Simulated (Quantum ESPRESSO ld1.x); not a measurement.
Q: All-electron atom: Mn13+ in [Ne] 3s2. Method: scalar-relativistic Kohn-Sham, LDA (Slater exchange, Perdew-Wang correlation), spin-polarised, spherical densities, point nucleus; computed with ld1.x of Quantum ESPRESSO 7.5. Some entries of the table are withheld. Estimate them.

orbital  occ.  eigenvalue (hartree)  r(max) (bohr)  <r^2> (bohr^2)
1s          2              -250.187          0.040        0.005001
2s          2              -40.9801          0.233         0.09022
2p          6              -36.9732          0.187         0.07267
3s          2                   (1)          0.668          0.5883
3p          0                   (2)          0.658          0.5866
4s          0              -7.13705           1.38           2.169

A: 
(1) 3s eigenvalue (hartree): -14.3299
(2) 3p eigenvalue (hartree): -13.1308
